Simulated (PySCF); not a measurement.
A geometry optimisation, step by step.

C2H9BOSi.
Bonds: C1–B2, B2–O3, O3–C4, C4–Si5. Hydrogens: H6, H7, H8 on C1; H9 on B2; H10, H11 on C4; H12, H13, H14 on Si5.

Computed by this run: PBE0-D3(BJ)/def2-SVP geometry optimisation, gas phase in PySCF 2.14.0; density fitting, grid level 1; the optimiser is geomeTRIC in internal coordinates, started from a GFN2-xTB structure with every atom displaced at random (about 0.01 Å). 9 of its 10 geometries are shown. The frame can shift and turn from step to step; on so coarse a grid that alone can change the energy by a few meV, and forces under 0.02 eV/Å are noise.

Step 0: E = -12807.1812 eV, largest atomic force 2.577 eV/Å
```
atom  x, y, z in Å  |  force x, y, z in eV/Å
C1     -1.972   -0.113   -0.248   -0.722   1.807  -0.378
B2     -1.097    1.172    0.113   -1.526  -0.992  -0.599
O3      0.069    1.110    0.707    2.326  -0.304   1.068
C4      0.788   -0.075    1.096   -1.800  -0.016  -0.365
Si5     2.027   -0.525   -0.263   -0.415   0.382   0.455
H6     -2.927    0.197   -0.739    0.494  -0.212   0.214
H7     -2.241   -0.662    0.639   -0.135  -0.568   0.733
H8     -1.450   -0.765   -0.923    0.485  -0.727  -0.569
H9     -1.439    2.281   -0.102   -0.390   0.755  -0.252
H10     1.243    0.127    2.065    0.362   0.091   0.245
H11     0.030   -0.891    1.275    0.672   0.268  -0.155
H12     2.943    0.615   -0.415    0.325   0.244  -0.144
H13     1.291   -0.773   -1.514   -0.139  -0.088  -0.334
H14     2.728   -1.717    0.192    0.463  -0.638   0.079
```

Step 1: E = -12807.3491 eV, largest atomic force 0.507 eV/Å
```
atom  x, y, z in Å  |  force x, y, z in eV/Å
C1     -1.979   -0.045   -0.176    0.000  -0.303  -0.028
B2     -1.147    1.212    0.256    0.372   0.146   0.098
O3      0.064    1.130    0.875   -0.449   0.017  -0.235
C4      0.705   -0.088    1.180    0.370   0.131   0.286
Si5     2.106   -0.447   -0.054   -0.061  -0.072  -0.079
H6     -2.903    0.223   -0.702   -0.077   0.047  -0.013
H7     -2.262   -0.651    0.709    0.041   0.059  -0.118
H8     -1.403   -0.719   -0.844   -0.050   0.111   0.145
H9     -1.521    2.352    0.063    0.029  -0.057   0.047
H10     1.125    0.000    2.202   -0.070  -0.072  -0.145
H11     0.014   -0.945    1.183   -0.118  -0.064   0.053
H12     3.062    0.692   -0.156   -0.010   0.038   0.041
H13     1.476   -0.685   -1.387    0.046   0.006  -0.068
H14     2.843   -1.679    0.367   -0.023   0.011   0.017
```

Step 2: E = -12807.3576 eV, largest atomic force 0.199 eV/Å
```
atom  x, y, z in Å  |  force x, y, z in eV/Å
C1     -1.988   -0.047   -0.188    0.016  -0.062   0.002
B2     -1.143    1.204    0.255    0.122   0.094   0.051
O3      0.062    1.126    0.873   -0.179  -0.065  -0.058
C4      0.717   -0.084    1.192    0.060  -0.019  -0.015
Si5     2.103   -0.451   -0.059   -0.034  -0.028  -0.040
H6     -2.915    0.235   -0.707    0.018   0.018   0.016
H7     -2.270   -0.660    0.688    0.005   0.003  -0.010
H8     -1.416   -0.712   -0.858    0.008   0.009   0.019
H9     -1.516    2.345    0.081   -0.010   0.005  -0.008
H10     1.145    0.010    2.205   -0.004   0.015  -0.020
H11     0.021   -0.940    1.217   -0.015   0.005   0.033
H12     3.051    0.696   -0.156   -0.005   0.012   0.022
H13     1.486   -0.695   -1.399    0.024   0.014   0.002
H14     2.843   -1.678    0.372   -0.006  -0.001   0.006
```

Step 3: E = -12807.3545 eV, largest atomic force 0.261 eV/Å
```
atom  x, y, z in Å  |  force x, y, z in eV/Å
C1     -1.950   -0.054   -0.181   -0.173   0.178  -0.078
B2     -1.144    1.228    0.255    0.006  -0.250   0.022
O3      0.052    1.135    0.876    0.147   0.101   0.124
C4      0.702   -0.081    1.191   -0.153  -0.066  -0.159
Si5     2.074   -0.459   -0.072    0.006   0.016   0.011
H6     -2.882    0.200   -0.707    0.021  -0.045   0.001
H7     -2.217   -0.667    0.696   -0.023  -0.010   0.052
H8     -1.350   -0.704   -0.837    0.032  -0.027  -0.063
H9     -1.530    2.364    0.082    0.007   0.005  -0.011
H10     1.137    0.006    2.198    0.053   0.058   0.055
H11    -0.010   -0.928    1.227    0.070   0.046   0.021
H12     3.029    0.685   -0.143    0.005  -0.011   0.002
H13     1.471   -0.680   -1.423   -0.001   0.014   0.030
H14     2.798   -1.695    0.355    0.004  -0.008  -0.006
```

Step 4: E = -12807.3591 eV, largest atomic force 0.155 eV/Å
```
atom  x, y, z in Å  |  force x, y, z in eV/Å
C1     -1.970   -0.051   -0.188   -0.043   0.080  -0.017
B2     -1.143    1.215    0.256   -0.002  -0.089   0.013
O3      0.056    1.128    0.876    0.051   0.035   0.065
C4      0.712   -0.082    1.194   -0.099  -0.054  -0.107
Si5     2.085   -0.457   -0.068    0.011   0.011   0.013
H6     -2.898    0.220   -0.710    0.013  -0.018  -0.002
H7     -2.246   -0.666    0.686   -0.011  -0.007   0.027
H8     -1.381   -0.706   -0.851    0.014  -0.017  -0.033
H9     -1.522    2.353    0.086   -0.004   0.010  -0.013
H10     1.149    0.013    2.201    0.036   0.041   0.022
H11     0.007   -0.932    1.235    0.030   0.011   0.019
H12     3.034    0.691   -0.147    0.005  -0.008   0.003
H13     1.479   -0.688   -1.416   -0.003   0.011   0.017
H14     2.818   -1.688    0.362    0.001  -0.006  -0.005
```

Step 6: E = -12807.3607 eV, largest atomic force 0.032 eV/Å
```
atom  x, y, z in Å  |  force x, y, z in eV/Å
C1     -1.971   -0.050   -0.195    0.015  -0.008   0.008
B2     -1.142    1.208    0.263   -0.011   0.017  -0.025
O3      0.054    1.126    0.888   -0.006  -0.010   0.016
C4      0.715   -0.084    1.201    0.002   0.000  -0.002
Si5     2.081   -0.457   -0.069    0.001  -0.002   0.001
H6     -2.892    0.227   -0.726   -0.002   0.003  -0.002
H7     -2.259   -0.668    0.675    0.000   0.000  -0.003
H8     -1.379   -0.706   -0.856   -0.003   0.000   0.004
H9     -1.520    2.347    0.088   -0.002   0.000   0.005
H10     1.168    0.024    2.200    0.005   0.003  -0.006
H11     0.015   -0.936    1.258   -0.001  -0.004   0.009
H12     3.032    0.690   -0.149    0.004  -0.002   0.005
H13     1.465   -0.679   -1.413    0.000   0.005  -0.005
H14     2.814   -1.690    0.351   -0.003  -0.002  -0.004
```

Step 7: E = -12807.3612 eV, largest atomic force 0.045 eV/Å
```
atom  x, y, z in Å  |  force x, y, z in eV/Å
C1     -1.960   -0.052   -0.203    0.023  -0.022   0.005
B2     -1.141    1.207    0.269   -0.023   0.028  -0.027
O3      0.050    1.127    0.904   -0.004  -0.015   0.005
C4      0.715   -0.081    1.211    0.031   0.022   0.023
Si5     2.067   -0.457   -0.074   -0.004  -0.005  -0.002
H6     -2.876    0.222   -0.744   -0.005   0.006  -0.001
H7     -2.256   -0.674    0.661    0.003   0.003  -0.007
H8     -1.358   -0.705   -0.860   -0.006   0.003   0.011
H9     -1.525    2.345    0.097    0.002  -0.004   0.010
H10     1.188    0.034    2.201   -0.011  -0.007  -0.008
H11     0.016   -0.932    1.288   -0.006  -0.012   0.000
H12     3.028    0.681   -0.149    0.004  -0.001   0.002
H13     1.440   -0.662   -1.415    0.001   0.003  -0.007
H14     2.792   -1.701    0.330   -0.003  -0.001  -0.003
```

Step 8: E = -12807.3615 eV, largest atomic force 0.040 eV/Å
```
atom  x, y, z in Å  |  force x, y, z in eV/Å
C1     -1.951   -0.055   -0.208    0.015  -0.015  -0.003
B2     -1.141    1.207    0.273   -0.017   0.016  -0.012
O3      0.046    1.129    0.916   -0.001  -0.011  -0.004
C4      0.715   -0.079    1.218    0.027   0.021   0.021
Si5     2.056   -0.458   -0.078   -0.004  -0.003  -0.002
H6     -2.863    0.217   -0.756   -0.003   0.004   0.000
H7     -2.251   -0.678    0.653    0.002   0.004  -0.004
H8     -1.341   -0.704   -0.861   -0.005   0.002   0.009
H9     -1.529    2.344    0.105    0.002  -0.003   0.009
H10     1.198    0.039    2.202   -0.013  -0.006  -0.004
H11     0.017   -0.929    1.304   -0.004  -0.011  -0.004
H12     3.027    0.673   -0.148    0.003   0.000   0.000
H13     1.422   -0.645   -1.418    0.000   0.003  -0.004
H14     2.772   -1.710    0.314   -0.003  -0.001  -0.003
```

Step 9: E = -12807.3617 eV, largest atomic force under 0.02 eV/Å
```
atom  x, y, z in Å  |  force x, y, z in eV/Å
C1     -1.945   -0.056   -0.211    0.003  -0.003  -0.008
B2     -1.141    1.208    0.275   -0.003   0.000   0.007
O3      0.044    1.130    0.923    0.001  -0.004  -0.010
C4      0.716   -0.077    1.221    0.009   0.008   0.009
Si5     2.050   -0.457   -0.081   -0.001   0.001   0.000
H6     -2.855    0.213   -0.762    0.000   0.001   0.000
H7     -2.248   -0.680    0.650   -0.001   0.002   0.000
H8     -1.331   -0.705   -0.859   -0.001   0.001   0.003
H9     -1.532    2.344    0.111    0.000  -0.001   0.005
H10     1.202    0.040    2.204   -0.007  -0.002   0.001
H11     0.018   -0.928    1.310    0.001  -0.006  -0.004
H12     3.031    0.666   -0.145    0.002   0.000   0.000
H13     1.413   -0.630   -1.421    0.000   0.003   0.000
H14     2.758   -1.718    0.300   -0.002  -0.001  -0.002
```

Question: Summarise the path.

Answer: The energy falls by 0.1805 eV from step 0 to step 9; nine tenths of that is first reached at step 1. It rises by more than 0.2 meV at step 3. The largest force goes from 2.577 to under 0.02 eV/Å. Among the bonds B2–O3 changes most, from 1.310 to 1.353 Å; the atoms move by 0.054 Å rms after alignment.

Question: Follow the three bonds and two angles with the largest change from start to end.

Answer: 
```
step  E above end (eV)  largest force (eV/Å)  B2–O3 (Å)  Si5–H14 (Å)  B2–H9 (Å)  Si5–C4–H10 (°)  O3–C4–H11 (°)
   0            0.1805                 2.577      1.310        1.456      1.181           114.1          107.7
   1            0.0126                 0.507      1.362        1.496      1.215           109.5          112.8
   2            0.0041                 0.199      1.357        1.495      1.213           109.7          112.1
   3            0.0072                 0.261      1.351        1.495      1.212           109.8          111.7
   4            0.0026                 0.155      1.352        1.495      1.212           109.7          111.8
   5            0.0015                 0.048      1.352        1.495      1.213           109.5          112.0
   6            0.0011                 0.032      1.352        1.495      1.213           109.2          112.1
   7            0.0005                 0.045      1.352        1.495      1.213           108.8          112.1
   8            0.0002                 0.040      1.353        1.495      1.213           108.7          112.1
   9            0.0000            under 0.02      1.353        1.495      1.213           108.8          112.0
```

The cost below is that of the whole optimisation. Hardware: an Arm Neoverse N1 with one thread, no GPU (shared host). Cost: 72 s wall, 0.51 GiB resident at most.
